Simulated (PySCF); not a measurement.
# A search over the determinants of SrLi

Unrestricted PBE0; PySCF, scalar-relativistic core potentials, basis sets Sr def2-TZVP with ECP28, Li def2-TZVP. Outer shells of the fragments: Sr 5s2; Li 2s1.

Followed along the bond (rough minima from three points):

```csv
2Ms+1,unpaired,⟨S²⟩ at the start,R at minimum (Å),Te (eV)
2,σ ↑,0.77,3.62,0.00
2,π ↑,0.88,3.10,0.72
4,"σ ↑↑, π ↑",3.75,3.40,1.49
2,δ ↑,0.81,3.36,1.51
```

Solutions found at the starting distance of 2.995 Å, counted from the lowest of them; the search is not exhaustive and high or unbound solutions are not listed, so other states can lie among these:

```tsv
2Ms+1	unpaired	term	E (eV)	⟨S²⟩	⟨Lz²⟩	μ (D)
2	σ ↑	²Σ⁺	0.00	0.77	0.00	-0.01
2	π ↑	²Π	0.48	0.88	1.02	-1.07
4	σ ↑↑, π ↑	⁴Π	1.35	3.75	1.02	-0.58
2	δ ↑	²Δ	1.37	0.81	4.00	0.36
4	σ ↑, π ↑↑	⁴Σ⁻	1.85	3.75	0.00	-4.86
2	σ ↑↑, π ↓	mixed	1.91	1.75	1.02	-0.26
```

A term symbol is given only where ⟨S²⟩ and ⟨Lz²⟩ are close to those of a pure state; real π, δ and φ orbitals otherwise mix terms. A positive dipole means Sr(−)Li(+).

Task: Compare the gap between the two lowest followed solutions at the starting distance with the gap between their minima.

Result: At PBE0 the second solution (doublet, unpaired electrons π ↑) lies +0.48 eV from the first (doublet, unpaired electrons σ ↑) at 2.995 Å and +0.72 eV at the minima; the two curves relax by different amounts, since their minima lie near 3.10 and 3.62 Å.

Spin–orbit coupling is left out. Counting both spins, an empty level lies below a filled one in some of these solutions, because spin and occupation are held.
